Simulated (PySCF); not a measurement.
FGeH3Mg.

```xyz
6

Mg     0.0000     0.0000    -1.3529
F      0.0000     0.0000    -3.1084
Ge     0.0000     0.0000     1.2119
H      1.2325     0.7116     1.8099
H     -1.2325     0.7116     1.8099
H      0.0000    -1.4232     1.8099
```
Charge 0, spin multiplicity 1.

Geometry optimised at PBE0-D3(BJ)/def2-TZVP.

The numbers are results of PySCF with PBE0/pcSseg-2, not measurements. Non-relativistic, no solvent.

**Question.** Give the absolute GIAO shielding of each atom: isotropic value and principal components (ppm). (The exact figures need the calculation; the answer reports its results.)

**Answer.** 
```json
[
 {"atom": "Mg1", "σ(iso)": "506.2", "σ11": "404.2", "σ22": "404.2", "σ33": "710.2", "span": "306.0"},
 {"atom": "F2", "σ(iso)": "379.2", "σ11": "325.0", "σ22": "325.0", "σ33": "487.8", "span": "162.8"},
 {"atom": "Ge3", "σ(iso)": "1798.6", "σ11": "1727.5", "σ22": "1834.1", "σ33": "1834.1", "span": "106.6"},
 {"atom": "H4", "σ(iso)": "28.3", "σ11": "22.5", "σ22": "22.5", "σ33": "39.9", "span": "17.4"},
 {"atom": "H5", "σ(iso)": "28.3", "σ11": "22.5", "σ22": "22.5", "σ33": "39.9", "span": "17.4"},
 {"atom": "H6", "σ(iso)": "28.3", "σ11": "22.5", "σ22": "22.5", "σ33": "39.9", "span": "17.4"}
]
```
